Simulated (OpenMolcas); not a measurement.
P I: effect of the active space

- Program: OpenMolcas 26.06
- Method: SS-CASPT2 or its RAS form, IPEA 0.25 Eh, imaginary shift 0.1 Eh
- Basis: ANO-RCC
- Scalar Hamiltonian: DKH2, point nucleus
- Spin-orbit coupling: state interaction with AMFI integrals over the reference wave functions, term energies averaged over their components

A. 5 electrons in 8 orbitals (3s 3p 4s 4p); 2S+1 = 4 odd, 1 root; 2S+1 = 2 odd, 8 roots; 2S+1 = 4 even, 3 roots; 2S+1 = 2 even, 9 roots; closed shells correlated: 2s 2p; CASPT2 step of the order of 23 core-seconds
B. 3 electrons in 9 orbitals (RAS2 3p; RAS3 3d 4s, at most 1 electron); 2S+1 = 4 odd, 1 root; 2S+1 = 2 odd, 8 roots; 2S+1 = 4 even, 18 roots; 2S+1 = 2 even, 18 roots; closed shells correlated: 2s 2p 3s; CASPT2 step of the order of 70 core-seconds
C. 5 electrons in 9 orbitals (RAS2 3s 3p; RAS3 3d, at most 2 electrons); 2S+1 = 4 odd, 1 root; 2S+1 = 2 odd, 8 roots; 2S+1 = 2 even, 8 roots; closed shells correlated: 2s 2p; CASPT2 step about 26 core-seconds

Energies in cm⁻¹ above 3s² 3p³ ⁴S°_3/2, the measured ground level; measured values from NIST Handbook of Basic Atomic Spectroscopic Data.

```tsv
Level	A	B	C	Measured
3s² 3p³ ⁴S°_3/2	0.0	0.0	0.0	0.0
3s² 3p³ ²D°_3/2	11820	11570	11300	11361
3s² 3p³ ²D°_5/2	11840	11580	11310	11377
3s² 3p³ ²P°_1/2	18980	22400	19020	18723
3s² 3p³ ²P°_3/2	18990	22410	19030	18748
```

Deviations, from unrounded energies. A percentage is the sum of absolute deviations over the sum of measured energies, with the sign that they share, or ± where signs differ.

| Against measurement | Levels | A | B | C |
| --- | --- | --- | --- | --- |
| mean absolute deviation (cm-1) | 4 | 360 | 1900 | 170 |
| other terms of the ground configuration (%) | 4 | +2.4 | +12.9 | ±1.2 |

C lies closest to measurement on these levels and B furthest from it. The largest miss of C in the table is 3s² 3p³ ²P°_1/2, by +300 cm-1. The ranking rests on the paired levels alone, and a cruder setting can come out closer through cancelling errors.

Among A to C the level of the table that moves most is 3s² 3p³ ²P°_1/2, by 3400 cm-1 (lowest in A, highest in B). Moves below CASPT2's spread within the term are not significant.

Term energies are means over components that CASPT2 splits; among the terms shown or strongly mixed into the levels shown the widest spread is 120 cm-1 (3s² 3p³ ²D°, A). Over all roots computed the reference weight is 0.89 to 0.96 in B, 0.93 to 0.98 in C; the roots of lowest weight are the least certain, and an intruder state may touch them. The run also gave levels led by 3s² 3p² 4s, which use shells meant for correlation; these and all levels above them are left out (holds for A). No level of 3s 3p⁴ was computed, though it lies in the active space (holds for A). With the s shell closed, the reference lacks s² → p² mixing (holds for B). Some terms miss by over 15 % even with CASPT2, which points to a basis or an active space too small for the shells correlated (holds for B). The run also gave levels led by 3s² 3p² 3d, which use shells meant for correlation; these and all levels above them are left out (holds for C). Measured partners are found by configuration, term and J. A level has none where our copy of the source lacks it or the pairing is in doubt (some pairs that miss far off the trend of their configuration count as doubtful), and it then counts in no deviation. Levels of configurations outside the active space are missing. Levels that lie high or do not pair safely by name in every column are left out.

° marks odd parity.
